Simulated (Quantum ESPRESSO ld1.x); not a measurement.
The strontium ion Sr4+, configuration [Ar] 3d10 4s2 4p4 (the NIST ground configuration). All-electron calculation, Dirac Kohn-Sham, PBE, spin-unpolarised, spherical densities, point nucleus; open shells fill j = l - 1/2 first. Program: ld1.x of Quantum ESPRESSO 7.5.

Normalised radial functions P(r) = r R(r) (large component), r in bohr:

| r | 3d5/2 | 4p3/2 |
|---|---|---|
| 0.003737 | 0.0001 | 0.0031 |
| 0.004827 | 0.0001 | 0.0051 |
| 0.006285 | 0.0002 | 0.0084 |
| 0.008119 | 0.0005 | 0.0135 |
| 0.01057 | 0.0011 | 0.0217 |
| 0.01366 | 0.0023 | 0.0339 |
| 0.01764 | 0.0047 | 0.0522 |
| 0.02297 | 0.0097 | 0.0795 |
| 0.02967 | 0.0192 | 0.1160 |
| 0.03864 | 0.0381 | 0.1644 |
| 0.04991 | 0.0719 | 0.2185 |
| 0.06499 | 0.1335 | 0.2717 |
| 0.08395 | 0.2330 | 0.3016 |
| 0.1093 | 0.3919 | 0.2812 |
| 0.1412 | 0.6082 | 0.1835 |
| 0.1824 | 0.8742 | 0.0003 |
| 0.2375 | 1.1555 | -0.2412 |
| 0.3068 | 1.3606 | -0.4346 |
| 0.3995 | 1.4159 | -0.4669 |
| 0.516 | 1.2769 | -0.2598 |
| 0.6719 | 0.9725 | 0.1594 |
| 0.868 | 0.6202 | 0.6078 |
| 1.13 | 0.3110 | 0.9068 |
| 1.46 | 0.1212 | 0.9095 |
| 1.886 | 0.0333 | 0.6644 |
| 2.456 | 0.0055 | 0.3414 |
| 3.172 | 0.0005 | 0.1219 |
| 4.131 | 0.0000 | 0.0254 |

3d5/2: eigenvalue -174.71 eV, 0 radial nodes, <r> = 0.498 bohr, 90 % of the charge inside 0.806 bohr. 4p3/2: eigenvalue -64.083 eV, 2 radial nodes at r = 0.182, 0.614 bohr, <r> = 1.45 bohr, 90 % of the charge inside 2.13 bohr.
